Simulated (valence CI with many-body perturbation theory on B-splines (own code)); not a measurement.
Zr VIII: what the settings do

Calculated by valence CI with perturbative core correlation (CI+MBPT): five valence electrons over a frozen Dirac-Fock core [Ar] 3d10, radial functions for each j: 6 s, 6 p, 5 d, 3 f, 1 g, with the one-electron correlation potential Σ1, the two-electron term Σ2, the three-electron term Σ3, Breit, model QED; selected CI, second order for the rest, scaled by the run's own slope (own B-spline code, finite nucleus).

No measured spectrum was set against this ion. As an estimate, levels hold to about 250 cm⁻¹ or 0.2 % of their energy and the worst to 1 %, as in measured heavy ions of charge 2 to 7; those with d or f electrons hold less well. Among the levels kept, up to 1300 cm⁻¹ of a level comes from second order outside the variational space, and about a tenth of that is noise between levels of different J, which matters for small intervals.

The reference run has the lowest level 4s²4p³ ⁴S°_3/2 and an ionisation energy of 133.472 eV. Its largest variational space holds 9998 state functions.

Names give the largest LS component (configuration and term), which can be under half, so a name can repeat, a term be missing and a line seem to break the LS rules; names also repeat where a configuration has a term twice.

Changed runs:
A. Breit term on → off; QED terms on → off
B. highest l with Σ1, explicit Σ2 and valence Breit (higher l get mean screening factors) 3 → 1
C. orbitals per symmetry with explicit Σ2 and valence Breit (the others get mean screening factors) 5 → 4
D. start configuration 4s2 4p3 → 4s2 5p3 (bad on purpose)

Excitation energies of the reference run in cm⁻¹, and shifts in cm⁻¹:

```tsv
Level	Reference	A	B	C
4s²4p³ ²D°_3/2	23463	+1.5	+76	+7.3
4s²4p³ ²D°_5/2	29229	+122	+142	+7.9
4s²4p³ ²P°_1/2	46799	+110	-214	+11
4s²4p³ ²P°_3/2	55966	+321	-132	+13
4s4p⁴ ⁴P_5/2	188132	+375	-480	+1.9
4s4p⁴ ⁴P_3/2	198255	+513	-540	+2.0
4s4p⁴ ⁴P_1/2	201916	+541	-555	+2.9
4s4p⁴ ²D_3/2	231603	+465	-941	+8.4
4s4p⁴ ²D_5/2	234556	+558	-837	+10
4s4p⁴ ²S_1/2	265236	+459	-1910	+18
4s4p⁴ ²P_3/2	266639	+503	-3897	+10
4s4p⁴ ²P_1/2	283087	+729		+15
Ionisation energy (eV)	133.472	+0.024	-0.044	+0.006
```

A blank means that the level has no clear partner in that run.

Run D: It gave no result: the start configuration must fill the lowest shells above the core. The program said: "5p is not the lowest shell of its kind above the core".
